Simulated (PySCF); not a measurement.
Br2Si, SMILES Br[Si]Br (connectivity only; charge and spin as stated), charge +1, multiplicity 2.

Geometry: PBE-D3(BJ)/def2-TZVP. The multiplicity is an assumed one; other spin states were not compared. The isomer is the one that the SMILES or the coordinates give; other isomers of the formula were not compared.

The numbers are results of PBE-D3(BJ)/def2-TZVP in PySCF 2.14.0, not measurements.

Frequencies are harmonic and unscaled.

### Question
Estimate the vibrational spectrum. (The exact figures need the calculation; the answer reports its results.)

### Answer

| mode | ν (cm⁻¹) | IR (km/mol) | moving atoms (share of kinetic energy) |
|---|---|---|---|
| 1 | 113 | 2.3 | Br 77 %, Si 23 % |
| 2 | 375 | 16.4 | Si 62 %, Br 38 % |
| 3 | 544 | 123.8 | Si 81 %, Br 19 % |
